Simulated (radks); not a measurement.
Question: Pr3+, 56 electrons, occupied as [Kr] 4d10 4f2 5s2 5p5.75 6s0.25 (fractional occupations, a model configuration). Calculated with a radial shooting solver on a logarithmic mesh with Libxc functionals: scalar-relativistic Kohn-Sham, exchange-only r2SCAN, spin-unpolarised, spherical densities, finite nucleus; meta-GGA in the generalised Kohn-Sham scheme; Fermi nuclear charge, rms radius 4.8919 fm. Some entries of the table are withheld. Estimate them.

orbital,occ.,eigenvalue (eV),<1/r> (bohr^-1)
1s,2,-41912.35,64.68
2s,2,-6789.080,14.94
2p,6,(1),14.11
3s,2,-1497.450,5.448
3p,6,-1269.678,5.146
3d,10,-950.0674,(2)
4s,2,(3),2.265
4p,6,-250.9396,2.091
4d,10,-142.8976,(4)
5s,2,-66.8180,0.8919
5p,5.75,-47.6893,(5)
4f,2,-28.9808,(6)
6s,0.25,-19.7142,0.3668

Answer: 
(1) 2p eigenvalue (eV): -6074.433
(2) 3d <1/r> (bohr^-1): 4.873
(3) 4s eigenvalue (eV): -326.1048
(4) 4d <1/r> (bohr^-1): 1.829
(5) 5p <1/r> (bohr^-1): 0.7764
(6) 4f <1/r> (bohr^-1): 1.290
